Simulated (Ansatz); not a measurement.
Consider the ligand exchange at the In–Cl bond: `[Cl][In]([Cl])[GeH3]` + H–F → `[F][In]([Cl])[GeH3]` + HCl.

Calculated with Ansatz (gas phase, PBE0-D4/def2-TZVP geometries, no zero-point term in ΔE). CBS: MP2 limit from def2 TZ/QZ plus the TZ coupled-cluster correction, frozen cores. This one scheme is used for every species. Functionals use def2-TZVPP. Elements past krypton have def2 core potentials. For Ge, In outer-core shells are correlated without core-valence functions, which leaves a few kJ/mol of doubt a bond. Scalar relativity is left out up to krypton.

`[Cl][In]([Cl])[GeH3]`:

Z-matrix (Å, degrees):
```
Ge
In 1 2.585
H 1 1.533 2 109.2
H 1 1.533 2 108.9 3 -120.8
H 1 1.534 2 108.1 3 119.8
Cl 2 2.327 1 124.7 3 -15.2
Cl 2 2.327 1 124.6 3 165.3
```

H–F:

Cartesian coordinates in Å:
```
F 0.323 0.128 -0.301
H -0.323 -0.128 0.301
```

`[F][In]([Cl])[GeH3]`:

Cartesian coordinates in Å:
```
F -1.016 2.702 -0.111
In 0.087 1.175 -0.606
Cl 1.489 1.811 -2.343
Ge -0.111 -1.102 0.590
H 0.415 -0.933 2.020
H -1.587 -1.513 0.616
H 0.724 -2.140 -0.166
```

HCl:

```xyz
2

Cl   -0.541    0.338    0.044
H     0.541   -0.338   -0.044
```

```csv
level,ΔE (kcal/mol),difference from CCSD(T)/CBS
revPBE-D4,11.8,-1.9
r2SCANh-D4,13.0,-0.7
BHLYP-D4,14.3,0.6
PBE,11.2,-2.5
PBE0,13.6,-0.1
r2SCAN0,14.0,0.3
RPA@PBE/def2-TZVPP,12.1,-1.6
HF/def2-SVP,14.9,1.2
SCS-MP2/def2-QZVPP,13.5,-0.2
CCSD/CBS(def2),13.8,0.1
CCSD(T)/CBS,13.7,0
```

Largest T1 diagnostic among the species: 0.014.

At CCSD(T), def2-SVP lies −2.1 kcal/mol from the extrapolated value and def2-TZVPP −0.1 kcal/mol. From r2SCAN to r2SCAN0 (25 % exact exchange), in def2-TZVPP and without D4, ΔE moves by +2.0 kcal/mol.
